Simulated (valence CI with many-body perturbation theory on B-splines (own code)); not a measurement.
## Which ion has this spectrum?

A relativistic CI+MBPT calculation for an atom or ion with 7 electrons gives these levels (eV):

```
  J  Parity       E     g
3/2     odd     0.0  1.34
3/2     odd   485.6  1.44
5/2     odd   506.9  1.18
1/2     odd   542.9  0.64
5/2    even   732.5  1.47
1/2    even   810.2  2.06
3/2    even   811.7  1.19
3/2     odd  1029.9  1.29
3/2    even  1239.7  1.57
5/2    even  1274.9  1.28
1/2    even  1318.1  1.39
3/2    even  1328.6  1.04
3/2     odd  1601.3  1.31
1/2    even  1820.7  1.81
```

The energies are calculated, and their last digits are not significant.

Q: Which is it?
A. Nd53+
B. Ce51+
C. Sm55+
D. Pr52+

A: D. Pr52+, ground level (2s^2 2p1/2^2 2p3/2) J=3/2.
